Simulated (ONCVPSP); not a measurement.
Reading a pseudo-wave (cobalt (Co))

Columns: radius, all-electron u(r) and pseudo u(r) of the 3s shell (level -97.10 eV) of cobalt in the configuration [Ne] 3s2 3p6 3d8 4s1; LDA (Perdew-Wang 92), scalar-relativistic, ONCV scheme, ONCVPSP 4.0.1.

```csv
r (bohr),all-electron,pseudo
0.075,-0.0208,0.1936
0.150,-0.6346,0.3829
0.225,-0.5508,0.5629
0.300,-0.0951,0.7283
0.375,0.4141,0.8732
0.450,0.8241,0.9915
0.525,1.0916,1.0781
0.600,1.2288,1.1297
0.675,1.2639,1.1450
0.750,1.2291,1.1257
0.825,1.1508,1.0761
0.900,1.0490,1.0026
0.975,0.9376,0.9128
1.050,0.8257,0.8145
1.125,0.7188,0.7147
1.200,0.6202,0.6191
1.275,0.5313,0.5311
1.350,0.4525,0.4524
1.425,0.3835,0.3835
1.500,0.3238,0.3238
1.575,0.2725,0.2724
1.650,0.2286,0.2286
1.725,0.1914,0.1913
1.800,0.1599,0.1598
1.875,0.1333,0.1333
1.950,0.1110,0.1110
```

Problem. How many radial nodes do the two functions have?

Solution. The all-electron 3s function has n − l − 1 = 2 (the table is too coarse to show those close to the nucleus); the pseudo-wave has 0, since the states of the same l below it are removed with the core.

Problem. At about which radius was the pseudo-wave matched?

Solution. 1.50 bohr. The columns agree to 0.0005 from 1.27 bohr on; several derivatives are matched, so the curves merge somewhat inside the radius.

Problem. Is the pseudo-wave norm-conserving?

Solution. Yes: the ONCV scheme keeps the norm inside the radius equal to the all-electron one, which fixes the energy derivative of the logarithmic derivative at the level.
